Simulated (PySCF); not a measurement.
Computed shifts of a molecule C₂H₈F₂Si₂, PBE/pcSseg-1 (PySCF), GIAO, gas phase, atoms alike by connectivity averaged where their shifts nearly agree, in ppm (number of nuclei): ¹⁹F: -133.8 (1), -149.7 (1). ¹³C: 128.5 (1), 22.1 (1). ²⁹Si: -76.6 (1), -114.8 (1). ¹H: 6.39 (1), 4.32 (1), 4.23 (1), 3.90 (3), 2.15 (1), 1.44 (1). References: ¹⁹F against CFCl3 (σ = 133.6 ppm); ¹³C against TMS (σ = 182.0 ppm); ²⁹Si against TMS (σ = 335.4 ppm); ¹H against TMS (σ = 31.49 ppm), references at their B3LYP-D3(BJ)/def2-TZVP geometries, non-relativistic. The structure is a stationary point at B3LYP-D3(BJ)/def2-SVP. One conformer was computed; it need not be the lowest.

Question: Pick the molecule that these values belong to.
A. F[SiH2]C[C@H](F)[SiH3]
B. FC[SiH2][SiH2]CF
C. FC[SiH2][C@H](F)[SiH3]
D. FC(F)C[SiH2][SiH3]

Answer: D, FC(F)C[SiH2][SiH3]
